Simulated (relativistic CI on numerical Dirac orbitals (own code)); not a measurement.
# Mn³⁺: resonant inelastic scattering at the L2,3 edge

Computed with this model: Dirac-Coulomb-Breit CI, orbitals from a KLI potential per configuration, a model potential for QED, Kramers-Heisenberg scattering through one core-hole configuration in a parametric crystal field, unscaled Slater integrals; configurations [Ar] 3d4 → [He] 2s2 2p5 3s2 3p6 3d5; 10 K; core-hole width 0.4 eV; summed over polarisations. Incident energies are the highest absorption maxima for each field (at most a few, so the weaker spin-orbit partner edge can be absent), on the computed scale of the free ion. Intensities are in per cent of the strongest line above 0.02 eV; levels within 1 cm⁻¹ are merged; final levels count from the ground level, the first row holds all elastic scattering, lines under 0.4 are left out and each table stops after 24 rows. The scale of the Slater integrals is a model choice and moves the terms in proportion.

Field parameters in Wybourne normalisation: Oh B⁴₀ = 21Dq, B⁴₄ = √(5/14) B⁴₀. The field is a parameter set, without covalency.

S is read from ⟨S²⟩ = S(S + 1).

Oh, 10Dq = 4100 cm⁻¹:

```
Final level (eV)  Degeneracy  Irrep     S  644.4 eV  646.7 eV  648.1 eV
           0.000           1     A1  2.00     536.5     251.8     116.4
           0.002           3     T1  2.00     340.6     133.4      72.0
           0.004           2      E  2.00      41.1      14.6      13.8
           0.006           3     T2  2.00      38.5      11.5      15.9
           0.008           1     A2  2.00       3.2       1.0       0.3
           0.495           3     T2  2.00      19.5      35.2      15.3
           0.496           3     T1  2.00      40.2     100.0      37.0
           0.498           1     A1  2.00      35.1      14.5      19.9
           0.527           3     T1  2.00      35.5      14.8      13.4
           0.528           2      E  2.00      22.6      36.6      11.2
           0.547           3     T2  2.00      22.6       6.1       5.4
           2.644           1     A1  1.00       0.5      13.0       5.9
           2.651           3     T1  1.00       0.2       1.1      12.9
           2.653           3     T2  1.00       0.1       1.2       2.6
           2.656           2      E  1.00       0.4       0.7       8.8
           2.925           6  T1+T2  1.00       1.0       2.0       8.4
           3.043           1     A1  1.00       0.3       7.5      40.4
           3.083           3     T1  1.00       0.8      21.5      79.8
           3.118           2      E  1.00       0.5       1.4      11.7
           3.126           3     T1  1.00       0.3       1.9       5.3
           3.140           3     T2  1.00       0.9       1.2       8.5
           3.151           1     A2  1.00       0.0       0.4       0.6
           3.160           2      E  1.00       0.8       3.1      15.5
           3.160           3     T2  1.00       0.6      13.1      48.0
```

Oh, 10Dq = 9300 cm⁻¹:

```csv
Final level (eV),Degeneracy,Irrep,S,644.7 eV,645.4 eV,646.8 eV
0.000,1,A1,2.00,905.7,283.3,372.5
0.001,3,T1,2.00,446.2,123.6,183.5
0.003,2,E,2.00,44.2,25.2,40.6
0.004,3,T2,2.00,101.0,42.2,14.9
0.005,1,A2,2.00,16.1,2.7,5.1
1.136,3,T2,2.00,47.0,18.8,28.3
1.137,3,T1,2.00,47.2,79.8,93.2
1.137,1,A1,2.00,22.5,35.4,17.7
1.168,5,E+T1,2.00,28.8,100.0,35.9
1.188,3,T2,2.00,17.9,39.6,7.6
2.115,1,A1,1.00,2.0,6.3,15.8
2.133,3,T1,1.00,2.5,8.3,14.0
2.157,3,T2,1.00,5.2,1.9,4.4
2.158,2,E,1.00,2.2,4.7,3.7
2.962,3,T2,1.00,0.7,3.1,4.6
2.963,3,T1,1.00,1.4,1.8,4.6
3.076,1,A1,1.00,0.8,1.1,6.0
3.107,3,T1,1.00,1.3,3.5,4.0
3.164,3,T2,1.00,2.4,4.4,4.8
3.165,2,E,1.00,2.1,5.8,3.0
3.211,2,E,0.99,1.8,1.2,6.9
3.219,3,T1,1.00,1.3,3.6,3.1
3.234,3,T2,0.99,1.6,2.4,2.9
3.479,3,T2,0.96,4.9,2.8,3.0
```

Oh, 10Dq = 14500 cm⁻¹:

| Final level (eV) | Degeneracy | Irrep | S | 643.1 eV | 645 eV | 647 eV |
| --- | --- | --- | --- | --- | --- | --- |
| 0.000 | 1 | A1 | 2.00 | 141.9 | 768.8 | 397.1 |
| 0.001 | 3 | T1 | 2.00 | 3.3 | 326.9 | 276.0 |
| 0.002 | 2 | E | 2.00 | 8.0 | 34.1 | 62.2 |
| 0.004 | 3 | T2 | 2.00 | 5.4 | 82.2 | 24.8 |
| 0.005 | 1 | A2 | 2.00 | 1.6 | 8.2 | 2.4 |
| 1.540 | 1 | A1 | 1.00 | 0.4 | 5.2 | 38.4 |
| 1.560 | 3 | T1 | 1.00 | 1.0 | 8.5 | 11.9 |
| 1.592 | 3 | T2 | 1.00 | 0.8 | 2.8 | 10.9 |
| 1.593 | 2 | E | 1.00 | 0.2 | 2.0 | 13.4 |
| 1.780 | 1 | A1 | 2.00 | 0.9 | 10.9 | 32.6 |
| 1.780 | 3 | T1 | 2.00 | 1.3 | 25.5 | 100.0 |
| 1.781 | 3 | T2 | 2.00 | 0.9 | 24.1 | 66.3 |
| 1.811 | 2 | E | 2.00 | 8.0 | 8.4 | 6.9 |
| 1.811 | 3 | T1 | 2.00 | 2.2 | 1.1 | 15.0 |
| 1.831 | 3 | T2 | 2.00 | 0.8 | 10.9 | 4.8 |
| 2.976 | 3 | T2 | 0.96 | 0.5 | 1.6 | 11.3 |
| 2.983 | 3 | T1 | 1.00 | 2.0 | 1.3 | 3.3 |
| 3.087 | 3 | T2 | 0.40 | 0.3 | 1.6 | 1.4 |
| 3.092 | 1 | A1 | 1.00 | 0.9 | 4.1 | 23.5 |
| 3.118 | 3 | T1 | 1.00 | 1.1 | 3.9 | 5.6 |
| 3.162 | 2 | E | 0.96 | 1.2 | 3.3 | 0.9 |
| 3.186 | 3 | T2 | 0.90 | 0.3 | 6.6 | 0.3 |
| 3.215 | 2 | E | 0.79 | 0.8 | 1.6 | 16.8 |
| 3.255 | 3 | T1 | 1.00 | 5.4 | 1.7 | 2.5 |

For the first field the strongest loss at the lowest incident energy is the level at 0.50 eV (S = 2.00, against 2.00 in the thermal ground state). Levels of other spin, the first over 8 % at 2.64 eV, appear because spin-orbit coupling of the core hole, and in heavier ions of the valence shell too, mixes spins.
